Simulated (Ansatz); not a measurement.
Consider the formal exchange of groups at a Te–Si bond: `[NH2][AlH][SiH2][TeH]` + `[AlH2][CH2][SiH3]` → `[SiH3][CH2][AlH][TeH]` + `[NH2][AlH][SiH3]`.

Calculated with Ansatz (gas phase, PBE0-D4/def2-TZVP geometries, no zero-point term in ΔE). CBS: MP2 limit from def2 TZ/QZ plus the TZ coupled-cluster correction, frozen cores. def2 core potentials past Kr. For Te outer-core shells are correlated without core-valence functions, which leaves a few kJ/mol of doubt a bond. One conformer a species, not always the lowest.

`[NH2][AlH][SiH2][TeH]`:

Cartesian coordinates in Å:
```
N -1.534 -1.572 0.592
Al 0.093 -0.919 0.380
Si 0.457 0.886 -1.205
Te 1.076 2.726 0.405
H -1.796 -2.239 1.301
H -2.340 -1.305 0.051
H 1.254 -1.442 1.323
H -0.771 1.416 -1.862
H 1.501 0.743 -2.258
H 2.060 1.707 1.272
```

`[AlH2][CH2][SiH3]`:

```xyz
10

Al    0.124    0.565    1.699
C    -0.742   -0.233    0.147
Si    0.341   -0.291   -1.372
H     0.947   -0.349    2.703
H     0.016    2.130    1.947
H    -1.042   -1.261    0.381
H    -1.642    0.338   -0.107
H     1.576   -1.078   -1.098
H     0.764    1.084   -1.759
H    -0.343   -0.906   -2.542
```

`[SiH3][CH2][AlH][TeH]`:

```xyz
11

Si   -1.224    0.699   -0.728
C    -0.092   -0.780   -0.595
Al    1.623   -0.369    0.227
Te    1.738    0.151    2.699
H    -0.519    1.834   -1.388
H    -2.451    0.404   -1.518
H    -1.638    1.149    0.629
H     0.084   -1.189   -1.596
H    -0.606   -1.546   -0.003
H     2.988   -0.304   -0.571
H     0.098   -0.048    2.844
```

`[NH2][AlH][SiH3]`:

Cartesian coordinates in Å:
```
N -1.028 1.568 -0.635
Al 0.077 0.222 -0.943
Si 0.677 -1.214 0.951
H -1.430 1.789 0.261
H -1.347 2.224 -1.331
H 0.603 0.040 -2.428
H 0.277 -2.632 0.714
H 0.023 -0.777 2.219
H 2.149 -1.219 1.193
```

```csv
species,CCSD(T)/CBS(def2) energy (Eh)
`[NH2][AlH][SiH2][TeH]`,-857.18329
`[AlH2][CH2][SiH3]`,-573.34237
`[SiH3][CH2][AlH][TeH]`,-841.12140
`[NH2][AlH][SiH3]`,-589.42853
```

Problem. Work out ΔE.

Solution. ΔE = (-841.12140) + (-589.42853) − (-857.18329) − (-573.34237) = -0.02427 Eh = -63.7 kJ/mol.

Largest T1 diagnostic among the species: 0.013.
